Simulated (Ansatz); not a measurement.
Relaxation of GeMeCl3 (CH3Cl3Ge) with RKS r2SCAN-D4/def2-SVP.

```sh
$ ansatz run in.yaml --threads 4 --pin off --events-out ev --progress --plain --max-ram 4787MiB
```

```yaml
crystal:
  periodic: [false, false, false]
  atoms:
    - {symbol: Ge, position_ang: [0.000040, 0.002930, -0.851010]}
    - {symbol: C, position_ang: [0.002200, -0.002930, 1.151290]}
    - {symbol: H, position_ang: [-1.018180, 0.053700, 1.515780]}
    - {symbol: H, position_ang: [0.564510, 0.850960, 1.514420]}
    - {symbol: H, position_ang: [0.463560, -0.918180, 1.507940]}
    - {symbol: Cl, position_ang: [1.986780, -0.015910, -1.617600]}
    - {symbol: Cl, position_ang: [-0.982540, 1.734700, -1.605690]}
    - {symbol: Cl, position_ang: [-1.016360, -1.705280, -1.615110]}
basis:
  gaussian: {orbitals: def2-SVP}
hamiltonian: {xc: r2scan, dispersion: d4}
scf: {lower_state_search: "off"}
output: {orbitals: {seedname: orbitals}}
relax: {f_tol: 0.02, max_steps: 100}
```

Run time 8.5 s (4 threads of Intel Xeon on a shared host).

Positions (Å) and forces (eV/Å) at steps 1, 2, 3, 4 of 4:

```xyz
8
step=1 energy=-95153.4959 eV
Ge    0.000    0.003   -0.851   -0.015   -0.007    1.526
C     0.002   -0.003    1.151    0.013   -0.006   -1.347
H    -1.018    0.054    1.516   -0.507    0.028    0.057
H     0.565    0.851    1.514    0.277    0.425    0.065
H     0.464   -0.918    1.508    0.227   -0.445    0.061
Cl    1.987   -0.016   -1.618    0.328   -0.002   -0.119
Cl   -0.983    1.735   -1.606   -0.158    0.300   -0.122
Cl   -1.016   -1.705   -1.615   -0.165   -0.293   -0.121
8
step=2 energy=-95153.5609 eV
Ge   -0.003    0.003   -0.816    0.007   -0.003    0.391
C     0.003   -0.003    1.130   -0.009    0.001   -0.502
H    -1.034    0.051    1.479   -0.090    0.003    0.069
H     0.571    0.866    1.480    0.047    0.078    0.061
H     0.474   -0.931    1.474    0.041   -0.080    0.059
Cl    2.001   -0.017   -1.587    0.028   -0.001   -0.029
Cl   -0.987    1.754   -1.576   -0.012    0.016   -0.024
Cl   -1.025   -1.723   -1.585   -0.014   -0.015   -0.025
8
step=3 energy=-95153.5654 eV
Ge   -0.001    0.002   -0.804   -0.005    0.000   -0.014
C     0.002   -0.003    1.122    0.005   -0.001   -0.060
H    -1.036    0.047    1.480    0.002   -0.002    0.015
H     0.567    0.870    1.478   -0.001    0.000    0.022
H     0.478   -0.929    1.472    0.002    0.002    0.023
Cl    2.001   -0.020   -1.588   -0.006   -0.001    0.008
Cl   -0.985    1.752   -1.575    0.002    0.002    0.003
Cl   -1.027   -1.718   -1.585    0.001   -0.001    0.003
8
step=4 energy=-95153.5656 eV
Ge   -0.002    0.002   -0.806   -0.001    0.000   -0.006
C     0.003   -0.003    1.119    0.000    0.000   -0.002
H    -1.034    0.037    1.482   -0.002   -0.001   -0.003
H     0.558    0.874    1.480    0.000    0.002   -0.003
H     0.487   -0.924    1.475    0.002   -0.001   -0.002
Cl    2.001   -0.025   -1.588   -0.006    0.000    0.005
Cl   -0.980    1.755   -1.576    0.004   -0.005    0.005
Cl   -1.031   -1.716   -1.586    0.003    0.006    0.005
```
